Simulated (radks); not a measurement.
Values are calculated unless marked as measured or tabulated.
Trend from Lu4+ to Hg4+: ionisation energy by Delta-SCF between NIST ground configurations, and size. Level of theory: Dirac Kohn-Sham, LDA (Slater exchange, Perdew-Wang correlation), spin-unpolarised, spherical densities, finite nucleus; open shells fill j = l - 1/2 first; Fermi nuclear charge, rms radius of each element as measured or else 0.836 A^(1/3) + 0.57 fm (a radial shooting solver on a logarithmic mesh with Libxc functionals).

| species | configuration | configuration of the ion | IE (eV) | NIST (eV) | kind | -e(HOMO) (eV) | outermost | <r> outermost (bohr) | r at 0.001 e/bohr^3 (bohr) |
|---|---|---|---|---|---|---|---|---|---|
| Lu4+ | [Xe] 4f13 | [Xe] 4f12 | 68.717 | 66.8 | semi-emp. | 57.102 (4f7/2) | 5p3/2 | 1.35 | 2.90 |
| Hf4+ | [Xe] 4f14 | [Xe] 4f13 | 69.144 | 68.37 | semi-emp. | 57.430 (4f7/2) | 5p3/2 | 1.33 | 2.88 |
| Ta4+ | [Xe] 4f14 5d1 | [Xe] 4f14 | 48.405 | 48.27 | semi-emp. | 41.925 (5d3/2) | 5d3/2 | 1.71 | 3.05 |
| W4+ | [Xe] 4f14 5d2 | [Xe] 4f14 5d1 | 50.975 | 51.6 | semi-emp. | 44.300 (5d3/2) | 5d3/2 | 1.64 | 3.13 |
| Re4+ | [Xe] 4f14 5d3 | [Xe] 4f14 5d2 | 53.511 | 52 | theory | 46.642 (5d3/2) | 5d3/2 | 1.58 | 3.16 |
| Os4+ | [Xe] 4f14 5d4 | [Xe] 4f14 5d3 | 56.021 | 55 | theory | 48.959 (5d3/2) | 5d3/2 | 1.52 | 3.16 |
| Ir4+ | [Xe] 4f14 5d5 | [Xe] 4f14 5d4 | 56.920 | 57 | theory | 49.809 (5d5/2) | 5d5/2 | 1.50 | 3.15 |
| Pt4+ | [Xe] 4f14 5d6 | [Xe] 4f14 5d5 | 59.342 | 56 | theory | 52.041 (5d5/2) | 5d5/2 | 1.45 | 3.13 |
| Au4+ | [Xe] 4f14 5d7 | [Xe] 4f14 5d6 | 61.744 | 60 | theory | 54.254 (5d5/2) | 5d5/2 | 1.40 | 3.10 |
| Hg4+ | [Xe] 4f14 5d8 | [Xe] 4f14 5d7 | 64.129 | 61.2 | exp. | 56.451 (5d5/2) | 5d5/2 | 1.36 | 3.07 |

Reference values: NIST Atomic Spectra Database (exp. = measured, semi-emp. = semi-empirical, theory = theoretical value adopted there). Spin polarisation and multiplet splitting are left out, so open shells lie too high by an amount that depends on their filling.

Beside tabulated values, note that spin-unpolarised runs miss the spin-polarisation part of the exchange energy of open shells.
